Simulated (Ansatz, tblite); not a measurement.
Spin states of YF₃ (the lowest singlet isomer of a short search), each relaxed with PBE-D4/def2-TZVP in Ansatz. Electronic energies in the gas phase.

In the def2 sets Y takes a core potential; there is no spin–orbit coupling. The xTB rows come from tblite. Correlated methods freeze 3 core orbitals; core or outer-core shells of Y are correlated, in sets that lack core-valence functions. In CCSD on the charge 0 quintet the largest single amplitude is 0.23, so its Hartree–Fock determinant may place the open shell otherwise than the density functionals do. HOMO above LUMO, or a gap near zero within one spin, warns that the state may not be the lowest or that an electron is smeared out. In the quintet, F2 and F3 lie 1.87 Å apart (atoms count from 1), so these atoms are partly bonded to each other. The structure comes from a short search, and lower isomers may exist.

Singlet geometry (C3v within 0.1 Å):

Cartesian coordinates in Å:
```
Y -0.026 -0.028 -0.152
F -1.917 0.478 0.297
F 0.617 -1.876 0.299
F 1.326 1.426 -0.444
```

Triplet geometry (Cs within 0.1 Å):

```xyz
4

Y     0.043   -0.011   -0.076
F     1.663    1.250   -0.239
F    -1.015    0.154    1.734
F    -0.691   -1.393   -1.418
```

Quintet geometry:

Cartesian coordinates in Å:
```
Y 0.4836 -0.2507 0.0962
F -1.0755 1.1964 -1.0294
F -1.7485 0.5144 0.5782
F 2.3404 -1.4602 0.3550
```

Run but left out: LDA (SPW92)/def2-TZVP (quintet: an occupied level 0.04 eV above an empty one).

Only these spin states were relaxed.

Problem. Estimate which spin state lies lowest at each of these levels, and by how much: GFN1-xTB; HF/def2-TZVP; r2SCAN-D4/def2-TZVP; r2SCANh-D4/def2-TZVP; PBE0-D4/def2-TZVP; r2SCAN0-D4/def2-TZVP; CAM-B3LYP-D4/def2-TZVP; CCSD(T)/def2-TZVPP.

Solution. 
| level | triplet − singlet (kJ/mol) | quintet − singlet (kJ/mol) | lowest of these | remarks |
| --- | --- | --- | --- | --- |
| GFN1-xTB | 376.3 | 1018.1 | singlet | – |
| HF/def2-TZVP | 584.0 | 1154.9 | singlet | – |
| r2SCAN-D4/def2-TZVP | 564.7 | 1198.9 | singlet | gap within one spin near zero (quintet) |
| r2SCANh-D4/def2-TZVP | 592.8 | 1231.3 | singlet | – |
| PBE0-D4/def2-TZVP | 620.8 | 1268.6 | singlet | – |
| r2SCAN0-D4/def2-TZVP | 634.6 | 1270.0 | singlet | – |
| CAM-B3LYP-D4/def2-TZVP | 665.0 | 1328.4 | singlet | – |
| CCSD(T)/def2-TZVPP | 722.0 | 1366.2 | singlet | – |

Change of the quintet − singlet gap on mixing in exact exchange, in kJ/mol: r2SCAN to r2SCANh (10 % exact exchange) 32.4; r2SCAN to r2SCAN0 (25 % exact exchange) 71.1. The xTB methods have no spin-polarisation term.

```json
{"state": "singlet", "donor atoms": "3", "mean metal–ligand distance (Å)": "2.008", "range (Å)": "2.01–2.01", "Mulliken spin on the metal (PBE0)": "0"}
{"state": "triplet", "donor atoms": "3", "mean metal–ligand distance (Å)": "2.075", "range (Å)": "2.06–2.10", "Mulliken spin on the metal (PBE0)": "0.97"}
{"state": "quintet", "donor atoms": "3", "mean metal–ligand distance (Å)": "2.349", "range (Å)": "2.23–2.41", "Mulliken spin on the metal (PBE0)": "1.98"}
```

⟨S²⟩ at PBE0-D4/def2-TZVP: singlet 0.00 (pure 0.00), triplet 2.01 (pure 2.00), quintet 6.01 (pure 6.00).
